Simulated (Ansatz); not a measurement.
A geometry optimisation of C4H5FGeS with B3LYP/def2-SVP

The starting geometry of this gas-phase singlet was optimised with GFN2-xTB; its bonds are those of `Fc1scc[c]1[GeH3]`.

```tsv
atom	x (Å)	y (Å)	z (Å)
C	0.1761	0.2675	-1.0238
C	-0.5284	-1.7362	0.1396
C	0.7116	-1.3312	0.5007
C	1.1428	-0.1570	-0.1725
F	0.2785	1.3472	-1.8036
Ge	2.8206	0.7965	0.0194
S	-1.2466	-0.7089	-1.0454
H	-1.0826	-2.5833	0.4929
H	1.3200	-1.8440	1.2257
H	2.6735	1.8971	1.0176
H	3.8590	-0.1587	0.5029
H	3.2232	1.3753	-1.2900
```

Problem. Predict what becomes of its bonds when it is optimised with B3LYP/def2-SVP.

Solution. It keeps its bonds, and is `Fc1scc[c]1[GeH3]`.

The energy falls by 0.13 eV over 16 steps:

```json
{"step": "1", "E − E(last) (eV)": "0.128"}
{"step": "3", "E − E(last) (eV)": "0.007"}
{"step": "4", "E − E(last) (eV)": "0.006"}
{"step": "6", "E − E(last) (eV)": "0.004"}
{"step": "8", "E − E(last) (eV)": "0.002"}
{"step": "9", "E − E(last) (eV)": "0.002"}
{"step": "11", "E − E(last) (eV)": "0.001"}
{"step": "13", "E − E(last) (eV)": "0.000"}
{"step": "14", "E − E(last) (eV)": "0.000"}
{"step": "16", "E − E(last) (eV)": "0.000"}
```

Final geometry (Å):

```xyz
12

C     0.0875    0.3676   -0.9245
C    -0.5111   -1.7883    0.0920
C     0.7577   -1.3799    0.4034
C     1.1287   -0.1180   -0.1826
F     0.0702    1.5093   -1.6085
Ge    2.8421    0.7970    0.0224
S    -1.3257   -0.6485   -0.9388
H    -1.0270   -2.6950    0.4043
H     1.4249   -1.9638    1.0403
H     2.6453    2.1779    0.6777
H     3.7315   -0.0805    0.9246
H     3.5235    0.9862   -1.3468
```

The end wasn't checked by frequencies. Run with Ansatz 0.2.0, 93 s on 2 threads of Arm Neoverse V1, with other jobs on the host.
